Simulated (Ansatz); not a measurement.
Compare A (`[F][Al]([F])[CH]1CC1`) with its isomer B (`C=C[CH2][Al]([F])[F]`).

Program: Ansatz. Geometries: PBE0-D4/def2-TZVP. ΔE: electronic, gas phase. CBS: MP2 limit from def2 TZ/QZ plus the TZ coupled-cluster correction, frozen cores. Functionals use def2-TZVPP. B3LYP here is the variant with VWN-RPA as its local correlation; programs differ in this. One conformer a species, not always the lowest.

A:

```xyz
11

F     2.581    0.205    0.780
Al    1.130   -0.163    1.463
F     1.134   -0.521    3.066
C    -0.444   -0.157    0.389
C    -0.383   -0.581   -1.071
C    -0.604    0.847   -0.743
H    -1.376   -0.414    0.883
H     0.575   -0.866   -1.489
H    -1.221   -1.154   -1.448
H    -1.594    1.259   -0.894
H     0.202    1.546   -0.936
```

B:

Z-matrix (Å, degrees):
```
C
C 1 1.492
Al 1 2.319 2 56.2
C 1 1.343 2 125.0 3 -65.3
H 1 1.088 2 116.5 3 104.7
H 2 1.085 1 113.8 3 -121.0
H 2 1.091 1 113.3 3 110.1
F 3 1.645 1 108.4 2 118.4
F 3 1.646 1 120.1 2 -102.2
H 4 1.087 1 121.8 2 -9.8
H 4 1.082 1 121.1 2 172.9
```

Question: Which is lower in electronic energy at CCSD(T)/CBS, and by how much? (An estimate is asked.)

Answer: Ansatz gave: B, by 21.8 kJ/mol.

Question: Give E(B) − E(A) in kJ/mol with CCSD/def2-TZVPP, B3LYP-D4, PBE-D4, B2PLYP, PBE0-D4, r2SCAN-D4, CCSD(T)/def2-TZVPP. (Best estimate.)

Answer: The calculation gave: CCSD/def2-TZVPP -17.7, B3LYP-D4 -25.4, PBE-D4 -17.9, B2PLYP -21.2, PBE0-D4 -11.9, r2SCAN-D4 -23.2, CCSD(T)/def2-TZVPP -20.4. None reverses the order clearly.

Largest T1 diagnostic: 0.012.

From PBE to PBE0 (25 % exact exchange), in def2-TZVPP and without D4, E(B) − E(A) moves by +5.9 kJ/mol.
